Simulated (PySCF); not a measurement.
AgCl (SMILES [Cl][Ag]), singlet, at a GFN2-xTB geometry (such geometries of metal compounds can be far from the true shape) (core potentials on Ag). Base run: HF/def2-SVP, TDA run with PySCF.

PySCF was given this input:
```python
from pyscf import gto, scf, tdscf

mol = gto.M(
    atom='''
Ag   -0.00000000   -0.00000000   -0.58725001
Cl    0.00000000    0.00000000    1.62357355
''',
    basis='def2-svp',
    ecp={'Ag': 'def2-svp'},
    verbose=3,
)

mf = scf.RHF(mol)
mf.kernel()
td = mf.TDA()
td.nstates = 5
td.kernel()
td.analyze(verbose=3)
```

The base run was repeated with changes; each row names its change, and settings that it needs were set with it.

```json
[
 {"change": "base", "first excitation (eV)": "4.77", "oscillator strength of the first": "0.034", "second (eV)": "4.86"},
 {"change": "functional = m062x", "first excitation (eV)": "3.57", "oscillator strength of the first": "0.017", "second (eV)": "3.57"},
 {"change": "functional = pbe", "first excitation (eV)": "2.54", "oscillator strength of the first": "0.010", "second (eV)": "2.54"},
 {"change": "states = triplets", "first excitation (eV)": "3.83", "oscillator strength of the first": "-", "second (eV)": "4.42"},
 {"change": "functional = b3lyp", "first excitation (eV)": "2.86", "oscillator strength of the first": "0.012", "second (eV)": "2.86"},
 {"change": "functional = wb97x", "first excitation (eV)": "3.77", "oscillator strength of the first": "0.020", "second (eV)": "3.77"},
 {"change": "functional = blyp", "first excitation (eV)": "2.40", "oscillator strength of the first": "0.009", "second (eV)": "2.40"},
 {"change": "conv_tol = 1e-3", "first excitation (eV)": "4.77", "oscillator strength of the first": "0.034", "second (eV)": "4.86"},
 {"change": "nstates = 15", "first excitation (eV)": "4.77", "oscillator strength of the first": "0.034", "second (eV)": "4.86"},
 {"change": "nstates = 10", "first excitation (eV)": "4.77", "oscillator strength of the first": "0.034", "second (eV)": "4.86"}
]
```

An iterative solver can miss low states, so a row lists the states that it found.
